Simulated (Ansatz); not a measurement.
`[F][GaH][GaH2]` + `N#CO` → `N#C[O][GaH2]` + `[F][GaH2]` at 600 K and 1 bar (cleavage of the Ga–Ga bond).

Program: Ansatz. Geometries: PBE0-D4/def2-TZVP. ΔE: electronic, gas phase. CCSD(T)/CBS is the MP2 limit (def2-TZVPP, def2-QZVPP) plus CCSD(T) − MP2 in def2-TZVPP, frozen cores. This one scheme is used for every species. For Ga outer-core shells are correlated without core-valence functions, which leaves a few kJ/mol of doubt a bond. Scalar relativity is left out up to krypton. One conformer a species, not always the lowest.

| species | CCSD(T)/CBS energy (Eh) | H − E (kJ/mol) | S (J/(mol·K)) |
| --- | --- | --- | --- |
| `[F][GaH][GaH2]` | -3949.49740 | 105.3 | 402.8 |
| `N#CO` | -168.48100 | 84.3 | 277.2 |
| `N#C[O][GaH2]` | -2093.04540 | 112.2 | 372.2 |
| `[F][GaH2]` | -2024.95631 | 68.4 | 292.7 |

H − E and S are ideal-gas, rigid-rotor, harmonic terms from PBE0-D4/def2-TZVP, for one conformer and one mirror image of each species. 1 Eh = 2625.50 kJ/mol, R = 8.31446 J/(mol·K).

Problem. By hand: ΔE, ΔH, ΔS and ΔG.

Solution. ΔE = (-2093.04540) + (-2024.95631) − (-3949.49740) − (-168.48100) = -0.02331 Eh = -61.2 kJ/mol. Δ(H − E) = 112.2 + 68.4 − 105.3 − 84.3 = -9.0, so ΔH = -70.2 kJ/mol. ΔS = 372.2 + 292.7 − 402.8 − 277.2 = -15.1 J/(mol·K). ΔG = -70.2 − 600 × (-15.1)/1000 = -61.1 kJ/mol.

Problem. By hand: the equilibrium constant, and the temperature at which ΔG would vanish if ΔH and ΔS stayed fixed.

Solution. log₁₀ K = −ΔG/(RT ln 10) = 5.3. ΔG = 0 at ΔH/ΔS = 4649 K, far beyond where these terms or the molecules hold.

ΔH outweighs TΔS. A doubt of 5 kJ/mol in ΔE shifts log₁₀ K by 0.4 here. Other conformers and mirror images would add mixing entropy, several J/(mol·K) or more a flexible species. These are equilibria of isolated gas molecules and say nothing of rates. Largest T1 diagnostic: 0.015 (customary marks: 0.02 for closed shells, 0.045 for open ones).
